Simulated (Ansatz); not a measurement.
Saddle point of Si$_{3}$H$_{9}$O, doublet (Si₂H₆O ([SiH3][O][SiH3]) + SiH₃ → Si₂H₅O ([SiH2][O][SiH3]) + SiH₄; bonds formed: H1–Si5; bonds broken: H1–Si2), PBE0-D4/def2-TZVP structure:

H1  (0.730, -1.092, -0.440)
Si2  (1.344, -0.562, 1.149)
O3  (0.344, 0.699, 1.444)
Si4  (-0.911, 1.638, 0.981)
Si5  (-0.201, -1.187, -1.945)
H6  (2.748, -0.066, 1.101)
H7  (1.185, -1.572, 2.233)
H8  (-2.055, 0.789, 0.550)
H9  (-1.318, 2.470, 2.139)
H10  (-0.506, 2.515, -0.148)
H11  (-0.742, 0.163, -2.265)
H12  (-1.319, -2.151, -1.762)
H13  (0.702, -1.643, -3.036)
(Å)

Energies are electronic, without zero-point energy. Barriers and step energies count from the start structure reached by relaxing down the imaginary mode; all methods use the PBE0-D4 structures, on which another method's saddle can fall below an end. Computed with Ansatz 0.2.0 (basis: def2-TZVPP, with def2-QZVPP for the basis limit); correlated methods freeze the cores; orbitals are unrestricted. B3LYP uses VWN-RPA correlation. Extrapolation: Hartree–Fock as exp(−7.88 √X), correlation as X^−2.97.

```
      method  barrier (kcal/mol)  step energy (kcal/mol)
       SPW92                3.00                    0.50
      PBE-D4                   ?                    0.46
     BLYP-D4                6.96                    0.03
   r2SCAN-D4                8.81                    1.00
      B97M-V                6.31                    1.08
     PBE0-D4                   ?                    1.07
    B3LYP-D4                9.22                    0.59
  r2SCAN0-D4               10.80                    1.32
    BHLYP-D4               12.80                    1.16
CAM-B3LYP-D4               10.97                    0.64
     wB97X-V               11.36                    0.71
     wB97M-V                   ?                    1.01
      B2PLYP               11.14                    0.65
    PBE-QIDH               12.32                    1.37
  RPA on PBE               13.36                    0.93
          HF               21.07                    1.05
         MP2               15.03                    1.31
        CCSD               14.66                    1.47
     CCSD(T)               13.60                    1.36
```

Problem. Fill in the withheld barriers. (Judge from chemistry; the value comes from the calculation.)

Solution. By the calculation: wB97M-V 11.78; PBE0-D4 8.89; PBE-D4 5.92 kcal/mol. Each is the energy of the saddle less that of the start structure, by the same method.

For comparison, the barrier by CCSD(T) at an estimated basis limit (MP2 extrapolated from triple and quadruple zeta, plus CCSD(T) − MP2 in triple zeta) is 13.13 kcal/mol.

The T1 diagnostic stays at or below 0.015. ⟨S²⟩ of the unrestricted Hartree–Fock references: 0.75 to 0.78 (a pure state has 0.75).

Radical steps of this kind take place in plasma deposition and etching.

Labels in which every atom is bracketed show which atoms are joined, not bond orders.

For scale, one of the runs: CCSD(T)/def2-TZVPP, 283 basis functions, launched by `ansatz run in.yaml --threads 4 --pin off --events-out ev --progress --plain --max-ram 46080MiB --backend cuda --devices 0, --max-vram 37GiB`. The run took 47 s on 4 CPU threads of an AMD EPYC 7R13 and a share of one NVIDIA H100 (shared host), with 1.2 GiB of host memory at its peak.
